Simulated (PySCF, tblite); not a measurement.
Isomers of C4H9ClSi2. Computed values, GFN2-xTB/tblite, gas phase, harmonic and unscaled. Against measured fundamentals such values can be off by several per cent, at times by over 20. Modes of hydrogen on silicon can be 10 to 20 % off. One conformer each.

Electronic energies: PBE0/pcSseg-1 single points on the GFN2-xTB geometries (PySCF, gas phase).

| SMILES | electronic energy, lowest = 0 (kJ/mol) |
| --- | --- |
| [SiH3][SiH2][C@H]1C=C(Cl)C1 | 125.3 |
| C[C@@H](Cl)[SiH2]C#C[SiH3] | 100.1 |
| [SiH3][C@H]1CC(Cl)=C[SiH2]1 | 0.0 |

How do GFN2-xTB zero-point energies change the relative energies?

| SMILES | ZPE (kJ/mol) | of it from modes above 1550 cm⁻¹ | electronic (kJ/mol) | with ZPE, lowest = 0 (kJ/mol) | lowest mode (cm⁻¹) | rings |
| --- | --- | --- | --- | --- | --- | --- |
| [SiH3][C@H]1CC(Cl)=C[SiH2]1 | 282.4 | 148.4 | 0.0 | 0.0 | 60 | 1 |
| C[C@@H](Cl)[SiH2]C#C[SiH3] | 275.0 | 152.6 | 100.1 | 92.7 | 21 | 0 |
| [SiH3][SiH2][C@H]1C=C(Cl)C1 | 279.3 | 148.5 | 125.3 | 122.1 | 10 | 1 |

The zero-point energies span 7.4 kJ/mol, from `C[C@@H](Cl)[SiH2]C#C[SiH3]` to `[SiH3][C@H]1CC(Cl)=C[SiH2]1`. The order is unchanged.

And how do the electronic energies of GFN2-xTB itself compare?

`[SiH3][C@H]1CC(Cl)=C[SiH2]1` 0.0; `C[C@@H](Cl)[SiH2]C#C[SiH3]` 115.0; `[SiH3][SiH2][C@H]1C=C(Cl)C1` 87.4 kJ/mol, lowest = 0. Against the energies above, taken from the same isomer `[SiH3][C@H]1CC(Cl)=C[SiH2]1`, the largest difference is 37.9 kJ/mol.
